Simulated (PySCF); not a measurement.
The isolated species `C[SiH2]/C=C\[SiH3]` is ionised with Al Kα (hν = 1486.6 eV). Calculated photoelectron kinetic energies of its computed core levels, recoil neglected:

```
line  kinetic energy (eV)
   1              1380.28
   2              1380.00
   3              1379.65
   4              1379.38
   5              1196.62
   6              1196.57
   7              1196.40
```

Computed, not measured: PySCF 2.14.0, delta-SCF UKS SCAN, pcX-2 on the ionised atom, pcseg-1 elsewhere, spin-free X2C.

Task: Which element, shell and site does each line come from? Numbering: `[CH3:1][SiH2:2]/[CH:3]=[CH:4]\[SiH3:5]`.

Result: Against the vacuum level, binding energy = hν − kinetic energy.

```tsv
line	binding energy (eV)	level	atoms	environment
1	106.32	Si 2p3/2	Si2	SiH2 silicon
2	106.60	Si 2p3/2	Si5	SiH3 silicon
3	106.95	Si 2p1/2	Si2	SiH2 silicon
4	107.22	Si 2p1/2	Si5	SiH3 silicon
5	289.98	C 1s	C3	alkene CH carbon
6	290.03	C 1s	C4	alkene CH carbon
7	290.20	C 1s	C1	Si-methyl carbon
```

Out of reach at this photon energy: Si 1s (1846.1 and 1846.4 eV).

Task: Where does line 2 move with hν = 1000.0 eV?

Result: To 1000.0 − 106.60 = 893.40 eV; every photoline shifts by the change in photon energy, -486.6 eV.

The 3 C 1s values lie within 0.22 eV of each other; Gaussian lines of 0.5 eV full width would blend them into one maximum.

Task: Express the binding energy of Si 2p3/2 of Si5 in atomic units and per mole.

Result: 106.60 eV = 3.9175 Eh = 10285 kJ/mol.

Other core shells, valence and Auger electrons aren't listed. For 2p shells one spin-free hole was relaxed; a mean-field spin–orbit operator and the ground-state splitting of the three 2p orbitals were then diagonalised within the shell. The shell's mean is (2 × 2p3/2 + 2p1/2)/3, and the degeneracies 2j + 1 give areas of 2:1. 2p1/2 minus 2p3/2 (ligand field included): Si 0.62 eV. Isolated species at its PBE0-D3(BJ)/def2-SVP geometry (one conformer only).

The values belong to the conformer `[CH3:1][SiH2:2]/[CH:3]=[CH:4]\[SiH3:5]`: C1–Si2–C3–C4 -176°.
